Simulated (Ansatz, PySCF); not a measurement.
Al(Cl)2(Et) (C2H5AlCl2), SMILES [Al]([Cl])([CH2]C)[Cl]. Atoms are numbered in the order given.

```xyz
10

Al     0.0705     0.1979     0.0300
Cl    -0.0701    -1.6264     1.0508
Cl     0.9695     1.7840     1.0613
C     -0.6038     0.3933    -1.7758
C     -1.2178    -0.8749    -2.3867
H      0.2272     0.7691    -2.4012
H     -1.3385     1.2198    -1.7652
H     -2.0678    -1.2428    -1.7899
H     -0.4860    -1.6971    -2.4368
H     -1.5854    -0.6973    -3.4106
```
Charge 0, spin multiplicity 1.

The structure is a stationary point at ωB97X-D3(BJ)/def2-SVP. The structure was generated by enumeration; whether it is a known compound was not checked. One conformer was computed; it need not be the lowest.

Two levels are set side by side: PBE-D3(BJ)/def2-SVP (Ansatz, a first-principles code) and ωB97X-D3(BJ)/def2-SVP (PySCF). Each level has its own optimised geometry; the coordinates shown are those of the second. Frequencies come from the Hessian of PySCF at each geometry. Differences are taken from unrounded values.

```tsv
quantity	ωB97X-D3(BJ)
mean bond length (Å)	1.465
bond Al1–Cl2 (Å)	2.095
bond Al1–Cl3 (Å)	2.095
bond Al1–C4 (Å)	1.937
bond C4–C5 (Å)	1.536
bond C4–H6 (Å)	1.106
bond C4–H7 (Å)	1.106
bond C5–H8 (Å)	1.102
bond C5–H9 (Å)	1.102
bond C5–H10 (Å)	1.102
highest harmonic wavenumber (cm⁻¹)	3155
mean harmonic wavenumber (cm⁻¹)	1252
zero-point energy (kcal/mol)	42.97
```

Problem. What does PBE-D3(BJ) give, and how far is it from ωB97X-D3(BJ)? (The exact figures need the calculation; the answer reports its results.)

Solution. 
```csv
quantity,PBE-D3(BJ),PBE-D3(BJ) minus ωB97X-D3(BJ)
mean bond length (Å),1.475,0.011
bond Al1–Cl2 (Å),2.115,0.020
bond Al1–Cl3 (Å),2.114,0.020
bond Al1–C4 (Å),1.955,0.017
bond C4–C5 (Å),1.536,0.000
bond C4–H6 (Å),1.114,0.008
bond C4–H7 (Å),1.114,0.008
bond C5–H8 (Å),1.109,0.007
bond C5–H9 (Å),1.109,0.007
bond C5–H10 (Å),1.110,0.008
highest harmonic wavenumber (cm⁻¹),3059,-95
mean harmonic wavenumber (cm⁻¹),1205,-47
zero-point energy (kcal/mol),41.35,-1.61
```

Exact exchange shortens and stiffens bonds; PBE has none. Differences between two approximate levels are no errors against the true value.
